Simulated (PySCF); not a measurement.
How methods differ on the excitation energy of Mg

Mg [Ne] 3s2 (1S) → Mg [Ne] 3s1 3p1, s spin flipped, as a difference of total energies. Computed with PySCF 2.14 in x2c-TZVPPall (5s4p3d, 32 functions), with scalar relativity by spin-free X2C-1e. Correlated levels: valence: [Ne] frozen. The calculations carry no spin-orbit coupling.

```
           method  excitation energy (cm⁻¹)
              UHF                     26106
    MP2 (valence)                     27355
SCS-MP2 (valence)                     27605
```

The upper determinant mixes two multiplicities, so it lies between the two terms.

The basis was made for the ground configuration and has no added diffuse functions, so the excitation energy can come out too high.

The coupled-cluster amplitudes are large for the upper state (T1 above 0.03 or a double amplitude above 0.15), so a single reference is strained.
